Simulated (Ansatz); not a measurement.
Cu(PF3)H (CuPHF3). Charge 0, multiplicity 1. Geometry PBE0-D4/def2-SVP, basis def2-TZVP, Ansatz.

```tsv
run	HOMO (eV)	LUMO (eV)
A	-6.54	-2.15
B	-6.15	-2.90
C	-6.85	-1.99
D	-6.96	-1.77
E	-9.22	1.69
F	-5.93	-2.62
```

B3LYP takes the VWN-RPA correlation. HSE06 is defined as in plane-wave codes, on full-range PBE exchange.

**Question.** The runs used B3LYP, HF, HSE06, LDA (SPW92), PBE, PBE0. Estimate which is which.

**Answer.** A HSE06 (range-separated); B LDA (SPW92) (0 % exact exchange); C B3LYP (20 % exact exchange); D PBE0 (25 % exact exchange); E HF (100 % exact exchange); F PBE (0 % exact exchange). Exact exchange lowers occupied and raises empty levels; among semilocal functionals meta-GGAs tend to open the gap a little, and such runs are hard to tell apart. The gap grows from 3.25 eV (LDA (SPW92)) to 10.91 eV (HF).
